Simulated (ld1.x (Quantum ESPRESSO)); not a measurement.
**Reading a pseudo-wave (manganese)**

Columns: radius, all-electron u(r) and pseudo u(r) of the 3s shell (level -85.88 eV) of manganese in the configuration [Ne] 3s2 3p6 3d5 4s2 4p0; PBE, scalar-relativistic, ultrasoft scheme, ld1.x (Quantum ESPRESSO) 7.5.

```
r (bohr)  all-electron  pseudo
   0.098       -0.1864  0.3113
   0.195       -0.6407  0.5993
   0.292       -0.3005  0.8494
   0.390        0.2789  1.0493
   0.488        0.7653  1.1869
   0.585        1.0643  1.2587
   0.682        1.1949  1.2692
   0.780        1.2019  1.2254
   0.878        1.1309  1.1388
   0.975        1.0199  1.0250
   1.072        0.8931  0.8972
   1.170        0.7643  0.7667
   1.268        0.6436  0.6443
   1.365        0.5365  0.5365
   1.463        0.4421  0.4421
   1.560        0.3625  0.3625
   1.658        0.2947  0.2947
   1.755        0.2391  0.2391
   1.852        0.1932  0.1932
   1.950        0.1552  0.1552
   2.047        0.1247  0.1247
   2.145        0.0997  0.0997
   2.242        0.0797  0.0797
   2.340        0.0636  0.0636
   2.438        0.0506  0.0506
   2.535        0.0403  0.0403
```

(1) How many radial nodes do the two functions have?

(2) At about which radius was the pseudo-wave matched?

(3) Is the pseudo-wave norm-conserving?

Results:

(1) The all-electron 3s function has n − l − 1 = 2 (the table is too coarse to show those close to the nucleus); the pseudo-wave has 0, since the states of the same l below it are removed with the core.

(2) 1.40 bohr, where the columns begin to agree (steps of 0.10 bohr).

(3) No, it belongs to an ultrasoft set: the norm inside the radius is not constrained, and the difference is carried by the augmentation charge.
